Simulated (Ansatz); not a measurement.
Species: C2H4BN, SMILES `C=CB=N` (charge 0, multiplicity 1).

Give a relaxed geometry from CAM-B3LYP-D3(BJ)/def2-TZVP (Ansatz, a first-principles code).

This is not unique; one that fits is the end point of this relaxation, one of several conformers (outside a Z-matrix the atoms follow the SMILES, hydrogens last).
Cartesian coordinates (Å) in one orientation:
```xyz
8

C     -1.364     0.512    -0.308
C     -0.551    -0.436     0.143
B      0.961    -0.289     0.187
N      2.189    -0.178     0.226
H     -0.989     1.459    -0.676
H     -2.438     0.378    -0.327
H     -0.985    -1.364     0.499
H      3.175    -0.083     0.256
```
